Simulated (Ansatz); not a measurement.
`BSB(O)Cl`, charge 0, multiplicity 1.

Task: Give a relaxed structure at PBE0-D4/def2-TZVP (the Gaussian-basis code of Ansatz). (An estimate is asked.)

Result: The calculation gave: 
Z-matrix (Å, degrees):
```
B
S 1 1.780
H 1 1.187 2 121.5
H 1 1.191 2 115.3 3 -180.0
B 2 1.842 1 107.6 3 -0.0
Cl 5 1.747 2 124.3 1 -0.1
O 5 1.346 2 118.3 1 180.0
H 7 0.962 5 114.1 2 -0.0
```
Point group Cs.
